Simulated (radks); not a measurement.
Results of a calculation; reference values are marked as such.
The arsenic ion As+ inside a hard spherical wall (all orbitals vanish at R), configuration held at [Ar] 3d10 4s2 4p2 and not refilled when levels cross. Level of theory: scalar-relativistic Kohn-Sham, PBE, spin-polarised, spherical densities, finite nucleus; open shells are filled with parallel spins first; Fermi nuclear charge, rms radius 4.0968 fm (a radial shooting solver on a logarithmic mesh with Libxc functionals). Eigenvalues in eV for spin up, with the zero of energy where the potential of the charges vanishes at infinity; a dash marks a level that is unbound or too diffuse for the functional's potential to be trusted. A positive occupied level is held by the wall or, in an anion where self-interaction has pushed it up, behind a barrier. The pressure on the wall is -dE/dV.

R (bohr)  E (hartree)  kinetic (hartree)    e(3p)    e(3d)    e(4s)    e(4p)  e(5s, empty)  e(4d, empty)  pressure (GPa)
free      -2260.49022           2304.015  -143.36  -50.345  -24.085  -14.079        -5.205             -               0
20        -2260.49022           2304.015  -143.36  -50.345  -24.085  -14.079        -5.205             -        < 0.0001
12        -2260.49022           2304.015  -143.36  -50.345  -24.085  -14.079        -5.187        -3.618        < 0.0001
10        -2260.49021           2304.015  -143.35  -50.345  -24.085  -14.079        -5.092        -3.547        0.000196
8         -2260.49005           2304.017  -143.34  -50.332  -24.075  -14.068        -4.569        -3.244          0.0112
7         -2260.48922           2304.026  -143.29  -50.284  -24.041  -14.029        -3.725        -2.820          0.0833
5         -2260.45990           2304.237  -142.42  -49.426  -23.424  -13.219         3.052         0.166            4.78
4         -2260.32591           2304.966  -140.20  -47.248  -21.653  -10.773        15.878         5.526            41.0
3         -2259.54993           2308.178  -133.51  -40.755  -14.321   -1.027        55.359        21.788             442
2.5       -2258.09167           2313.352  -125.93  -33.345   -2.680   13.458        105.59        42.288            1760
1.5       -2236.96980           2378.978  -71.716   24.274   134.47   163.45        511.19        205.72           68100
